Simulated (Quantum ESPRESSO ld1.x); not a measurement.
Neutral hydrogen, 1 electrons, occupied as 1s0.75 2p0.25 (fractional occupations, a model configuration).

Method: Dirac Kohn-Sham, Engel-Vosko exchange with Perdew-Wang LDA correlation, spin-unpolarised, spherical densities, point nucleus; open shells fill j = l - 1/2 first; computed with ld1.x of Quantum ESPRESSO 7.5.

Energy parts (hartree):
total: -0.438
kinetic: 0.421
electron-nucleus: -0.822
Hartree: 0.214
exchange-correlation: -0.251

Orbitals (lengths in bohr, moments of r in powers of bohr; r(90%) holds 90 % of the orbital's charge):
| orbital | occ. | eigenvalue (hartree) | <1/r> | r(90%) | <r^4> |
|---|---|---|---|---|---|
| 1s1/2 | 0.75 | -0.35114 | 1.040 | 2.70 | 25.25 |
| 2p1/2 | 0.25 | -0.03193 | 0.1678 | 13.2 | 11750 |
| 2p3/2 | 0 | -0.03193 | 0.1678 | 13.2 | 11750 |

The highest occupied level is 2p1/2 at -0.869 eV. The density falls to 0.001 e/bohr^3 at r = 2.80 bohr. Summed over all electrons, <r^2> = 21.28 bohr^2, which gives a Langevin (diamagnetic) susceptibility term of -16.9 x 10^-6 cm^3/mol.
